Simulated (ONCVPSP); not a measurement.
# Building the ONCV potential for germanium (Ge) (PBE, scalar-relativistic).

ONCVPSP 4.0.1 was run on this input:

```
# ATOM AND REFERENCE CONFIGURATION
# atsym  z   nc   nv     iexc    psfile
  Ge 32.00    6    2        4      upf
#
#   n    l    f
    1    0    2.00
    2    0    2.00
    2    1    6.00
    3    0    2.00
    3    1    6.00
    3    2   10.00
    4    0    1.75
    4    1    2.25
#
# PSEUDOPOTENTIAL AND OPTIMIZATION
# lmax
    1
#
#   l,   rc,      ep,       ncon, nbas, qcut
    0    1.65    0.00    3    7    4.70
    1    2.00    0.00    4    7    4.50
#
# LOCAL POTENTIAL
# lloc, lpopt,  rc(5),   dvloc0
    0    5    1.65    0.00
#
# VANDERBILT-KLEINMAN-BYLANDER PROJECTORs
# l, nproj, debl
    0    0    1.80
    1    2    0.90
#
# MODEL CORE CHARGE
# icmod, fcfact, rcfact
    0    0.00    0.00
#
# LOG DERIVATIVE ANALYSIS
# epsh1, epsh2, depsh
   -2.00    5.00    0.02
#
# OUTPUT GRID
# rlmax, drl
    6.00    0.01
#
# TEST CONFIGURATIONS
# ncnf
    4
# nvcnf
#   n    l    f
    2
    4    0    2.00
    4    1    2.00
#
    2
    4    0    2.00
    4    1    1.00
#
    2
    4    0    2.00
    4    1    0.00
#
    2
    4    0    0.00
    4    1    4.00
#
```

Command:

```bash
oncvpsp.x < Ge.dat > Ge.out
```

The program printed (shortened: citation, most of the input echo, consistency checks and plot data are left out):

```
ONCVPSP  (Optimized Norm-Conservinng Vanderbilt PSeudopotential)
scalar-relativistic version 4.0.1

#   n    l    f        energy (Ha)
    1    0    2.00    -4.0283287E+02
    2    0    2.00    -5.0428961E+01
    2    1    6.00    -4.4068291E+01
    3    0    2.00    -6.2088912E+00
    3    1    6.00    -4.2658939E+00
    3    2   10.00    -1.0936218E+00
    4    0    1.75    -4.4030782E-01
    4    1    2.25    -1.4974021E-01

Reference configufation results
  iterations    27
  all-electron total energy (Ha)   -2.09876084D+03

Begin loop to  construct optimized pseudo wave functions
and semi-local pseudopoentials for all angular momenta

Calculating optimized projector #   1

 for l=   0

    Fraction of norm inside rc  0.307653
    Optimizing pswf for qcut=   4.69 a_B^-1,  ecut=  10.99 Ha
    Residual kinetic energy error=  1.09D-04 Ha

    Energy error per electron        Cutoff
         Ha          eV             Ha
         0.01000     0.27211        6.18
         0.00100     0.02721        8.74
         0.00010     0.00272       11.59
         0.00001     0.00027       42.58

   Wellstate for l =  1  n =  5
     eigenvalue =   0.7503
     asymptotic potential =   1.2503
     half-point radius =  4.2184

Calculating optimized projector #   1

 for l=   1

    Fraction of norm inside rc  0.255404
    Optimizing pswf for qcut=   4.50 a_B^-1,  ecut=  10.12 Ha
    Residual kinetic energy error=  8.60D-05 Ha

    Energy error per electron        Cutoff
         Ha          eV             Ha
         0.01000     0.27211        1.89
         0.00100     0.02721        6.67
         0.00010     0.00272        9.91
         0.00001     0.00027       29.36

Calculating optimized projector #   2

 for l=   1

    Fraction of norm inside rc  0.219984
    Optimizing pswf for qcut=   4.50 a_B^-1,  ecut=  10.12 Ha
    Residual kinetic energy error=  2.46D-04 Ha

    Energy error per electron        Cutoff
         Ha          eV             Ha
         0.01000     0.27211        2.94
         0.00100     0.02721        8.15
         0.00010     0.00272       15.49
         0.00001     0.00027       46.37

Construct Vanderbilt / Kleinmman-Bylander projectors

B matrix Hermiticity error, ll=   1
   1   2    3.9272E-05

  Orthonormal projector coefficients -4.6811E+01  7.1636E-01

Pseudoatom total energy   -3.700347

Diagnostic tests using Vanderbilt-Kleinman-Bylander pseudopotentials
  1 or more projectors used as specified by nproj input data

   l    rcore       rmatch      e in        delta e   norm test  slope test

   0   1.6531594   1.7033529  -0.4403078   0.0000030   1.0000053   0.9996624

   1   2.0019357   2.0627188  -0.1497402   0.0000005   1.0000258   1.0000002
   1   2.0019357   2.0627188   0.7502598   0.0000029   1.0001015   1.0001015

 Testing for bound ghosts
   n   l    E NL Schr. Eq   E Basis Diag.   E Cutoff

       1                      -17.262931     55.01  WARNING - GHOST(-)
   2   1       -0.149740       -0.136419     55.01

 Testing for highly-localized positive-energy ghosts
       l    <radius>/rc     E Basis Diag.   E Cutoff

Test configuration 0

   n   l     f        eae           eps        diff
   1   0  2.0000 -402.83286882
   2   0  2.0000  -50.42896074
   2   1  6.0000  -44.06829062
   3   0  2.0000   -6.20889122
   3   1  6.0000   -4.26589390
   3   2 10.0000   -1.09362178
   4   0  1.7500   -0.44030782   -0.44030479    3.03D-06
   4   1  2.2500   -0.14974021   -0.14973974    4.68D-07

    Total energies and differences
      AE_ref= -2.09876084D+03  AE_tst= -2.09876084D+03  dif=  0.00D+00
      PS_ref= -3.70034728D+00  PS_tst= -3.70034728D+00  dif=  7.11D-15
      PSP excitation error= -7.11D-15

Test configuration 1

   n   l     f        eae           eps        diff
   1   0  2.0000 -402.81570560
   2   0  2.0000  -50.41248757
   2   1  6.0000  -44.05181077
   3   0  2.0000   -6.19192659
   3   1  6.0000   -4.24897334
   3   2 10.0000   -1.07715362
   4   0  2.0000   -0.43112376   -0.43125131   -1.28D-04
   4   1  2.0000   -0.14315416   -0.14309779    5.64D-05

    Total energies and differences
      AE_ref= -2.09876084D+03  AE_tst= -2.09883316D+03  dif= -7.23D-02
      PS_ref= -3.70034728D+00  PS_tst= -3.77268981D+00  dif= -7.23D-02
      PSP excitation error=  2.97D-05

Test configuration 2

   n   l     f        eae           eps        diff
   1   0  2.0000 -403.15060002
   2   0  2.0000  -50.74465659
   2   1  6.0000  -44.38432619
   3   0  2.0000   -6.52362329
   3   1  6.0000   -4.58069972
   3   2 10.0000   -1.40818962
   4   0  2.0000   -0.72980429   -0.73053351   -7.29D-04
   4   1  1.0000   -0.41315242   -0.41333304   -1.81D-04

    Total energies and differences
      AE_ref= -2.09876084D+03  AE_tst= -2.09855959D+03  dif=  2.01D-01
      PS_ref= -3.70034728D+00  PS_tst= -3.49904677D+00  dif=  2.01D-01
      PSP excitation error= -4.32D-05

Test configuration 3

   n   l     f        eae           eps        diff
   1   0  2.0000 -403.55957955
   2   0  2.0000  -51.14734444
   2   1  6.0000  -44.78776752
   3   0  2.0000   -6.92516083
   3   1  6.0000   -4.98220147
   3   2 10.0000   -1.80786425
   4   0  2.0000   -1.07491036   -1.07570583   -7.95D-04

    Total energies and differences
      AE_ref= -2.09876084D+03  AE_tst= -2.09799220D+03  dif=  7.69D-01
      PS_ref= -3.70034728D+00  PS_tst= -2.93148474D+00  dif=  7.69D-01
      PSP excitation error= -2.22D-04

Test configuration 4

   n   l     f        eae           eps        diff
   1   0  2.0000 -402.94436209
   2   0  2.0000  -50.53585228
   2   1  6.0000  -44.17516320
   3   0  2.0000   -6.31937555
   3   1  6.0000   -4.37602391
   3   2 10.0000   -1.20052774
   4   1  4.0000   -0.19132028   -0.19120933    1.11D-04

    Total energies and differences
      AE_ref= -2.09876084D+03  AE_tst= -2.09823798D+03  dif=  5.23D-01
      PS_ref= -3.70034728D+00  PS_tst= -3.17905997D+00  dif=  5.21D-01
      PSP excitation error=  1.58D-03
```

Note: ghosts flagged at negative energy: p at -469.7 eV; no localised positive-energy state flagged. A true bound ghost makes a file unfit for plane-wave use.

The run took about 2.6 s on one core of a shared server CPU.
